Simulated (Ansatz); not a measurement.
Z-matrix (Å, degrees):
```
Si
C 1 1.807
C 1 1.820 2 42.9
H 1 1.481 2 121.4 3 -104.0
H 1 1.481 2 121.4 3 104.0
I 2 2.062 1 155.4 3 -180.0
H 3 1.082 1 154.5 2 -180.0
```

Total charge 0; spin multiplicity 1. I takes the def2 core potential.

(1) List the ωB97M-V/def2-TZVPP orbital energies in eV (Ansatz 0.2.0). (Best estimate.)

Results:

(1) The calculation gave: Occupied: -1807.41, -282.85, -282.03, -190.91, -148.46, -136.76, -136.44, -136.43, -102.60, -102.57, -102.54, -55.66, -55.55, -55.53, -55.27, -55.27, -25.71, -22.47, -18.05, -16.76, -14.63, -13.24, -12.49, -11.36, -10.05, -9.39, -9.31. Lowest empty: 0.68, 1.53, 2.16, 2.59, 3.04, 4.14, 4.58, 4.89.
